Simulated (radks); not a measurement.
Problem. Species: Ta4+. Configuration: [Kr] 4d10 4f14 5s2 5p5 5d1 6d1 (not the ground configuration). All-electron calculation, Dirac Kohn-Sham, BLYP, spin-unpolarised, spherical densities, finite nucleus; open shells are shared between the two j in proportion to 2j + 1; Fermi nuclear charge, rms radius 5.3507 fm. Program: a radial shooting solver on a logarithmic mesh with Libxc functionals. Some entries of the table are withheld. Estimate them.

orbital,occ.,eigenvalue (hartree),<r> (bohr)
1s1/2,2,-2473.772,0.01867
2s1/2,2,-426.3773,0.07834
2p1/2,2,-407.6780,(1)
2p3/2,4,-360.9841,(2)
3s1/2,2,-99.14303,0.2043
3p1/2,2,-90.81071,0.1942
3p3/2,4,-80.75846,0.2088
3d3/2,4,-66.65289,0.1829
3d5/2,6,-64.46276,0.1874
4s1/2,2,-21.73736,0.4588
4p1/2,2,-18.29936,0.4645
4p3/2,4,-15.98449,0.4976
4d3/2,4,-10.32685,0.5165
4d5/2,6,-9.90159,0.5279
5s1/2,2,-4.54825,1.082
5p1/2,1.66667,-3.52165,1.180
5p3/2,3.33333,-3.17047,1.269
4f5/2,6,-2.86267,0.6247
4f7/2,8,-2.78898,0.6343
5d3/2,0.4,(3),1.637
5d5/2,0.6,(4),1.671
6s1/2,0,-1.51543,2.437
6p1/2,0,(5),2.744
6p3/2,0,(6),2.897
6d3/2,0.4,-0.79224,3.751
6d5/2,0.6,-0.78257,3.797
5f5/2,0,-0.74329,3.170
5f7/2,0,-0.74093,3.186
7d3/2,0,(7),6.448
7d5/2,0,(8),6.510

Solution. 
(1) 2p1/2 <r> (bohr): 0.06486
(2) 2p3/2 <r> (bohr): 0.07271
(3) 5d3/2 eigenvalue (hartree): -1.78187
(4) 5d5/2 eigenvalue (hartree): -1.74239
(5) 6p1/2 eigenvalue (hartree): -1.23855
(6) 6p3/2 eigenvalue (hartree): -1.16792
(7) 7d3/2 eigenvalue (hartree): -0.45066
(8) 7d5/2 eigenvalue (hartree): -0.44625
